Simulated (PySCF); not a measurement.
From one molecule to another.

First species: C5H4N2O.
SMILES: `O=Cc1ncccn1`

Second species: C₄H₇N₃.
Geometry (GFN2-xTB, Å), atoms numbered from 1 in this order:
```xyz
14
C4H7N3 angstrom
C      2.3493    0.0215    0.1009
N      0.9389   -0.1577   -0.0760
C     -0.0516    0.6640    0.3496
C     -1.2437    0.0959   -0.0569
N     -2.5308    0.6104    0.0728
C     -0.8538   -1.0796   -0.7241
N      0.4615   -1.2092   -0.7223
H      2.6941    0.9209   -0.4149
H      2.5974    0.1053    1.1613
H      2.8487   -0.8484   -0.3206
H      0.1521    1.5653    0.8912
H     -3.2477   -0.1003    0.0464
H     -2.6417    1.2290    0.8637
H     -1.4732   -1.8175   -1.1932
```

Levels: PBE0/def2-SVPD for dipole moment, HOMO energy, LUMO energy, HOMO–LUMO gap, static isotropic polarisability and electronic spatial extent ⟨r²⟩ about the centre of nuclear charge; TDDFT PBE0/def2-SVPD for lowest singlet excitation; TDA PBE0/def2-SVPD for lowest triplet excitation (Tamm–Dancoff); GFN2-xTB for rotational constant A and rotational constant C. Geometries: GFN2-xTB. Each structure is a single optimised conformer of the isolated species, non-relativistic unless stated. Electronic properties by PySCF.

The conformers computed, where there is a choice (atom-mapped SMILES and torsion angles):
- `[O:1]=[CH:2][c:3]1[n:4][cH:5][cH:6][cH:7][n:8]1`: O1–C2–C3–N4 0°
- `[CH3:1][n:2]1[cH:3][c:4]([NH2:5])[cH:6][n:7]1`: H–N5–C4–C3 -157°, H–N5–C4–C3 -28°

Values for the first species:

- Dipole moment: 5.02 D
- HOMO energy: -7.76 eV
- LUMO energy: -2.55 eV
- HOMO–LUMO gap: 5.21 eV
- Lowest singlet excitation: 3.32 eV
- Lowest triplet excitation (Tamm–Dancoff): 2.76 eV
- Static isotropic polarisability: 71.9 au
- Electronic spatial extent ⟨r²⟩ about the centre of nuclear charge: 861 bohr²
- Rotational constant A: 5.699 GHz
- Rotational constant C: 1.291 GHz

Problem. Estimate the same properties for the second species, and the change in each.

Solution. 
| property | first | second | second less first |
| --- | --- | --- | --- |
| dipole moment | 5.02 D | 2.57 D | -2.45 D |
| HOMO energy | -7.76 eV | -5.72 eV | +2.04 eV |
| LUMO energy | -2.55 eV | 0.56 eV | +3.11 eV |
| HOMO–LUMO gap | 5.21 eV | 6.28 eV | +1.07 eV |
| lowest singlet excitation | 3.32 eV | 5.25 eV | +1.93 eV |
| lowest triplet excitation (Tamm–Dancoff) | 2.76 eV | 4.08 eV | +1.32 eV |
| static isotropic polarisability | 71.9 au | 69.6 au | -2.3 au |
| electronic spatial extent ⟨r²⟩ about the centre of nuclear charge | 861 bohr² | 741 bohr² | -120 bohr² |
| rotational constant A | 5.699 GHz | 7.431 GHz | +1.732 GHz |
| rotational constant C | 1.291 GHz | 1.640 GHz | +0.349 GHz |

On the first: No computed singlet falls in the visible range (750 to 380 nm, 1.65 to 3.26 eV); S1 lies 0.06 eV above its blue end. The dipole equals about 16.7 × 10⁻³⁰ C·m (1 D = 3.33564 × 10⁻³⁰ C·m).

On the second: The 6 singlets span 5.25 to 6.70 eV, and their oscillator strengths add up to 0.13. In atomic units the dipole is 1.01 e·bohr (1 au = 2.5417 D).
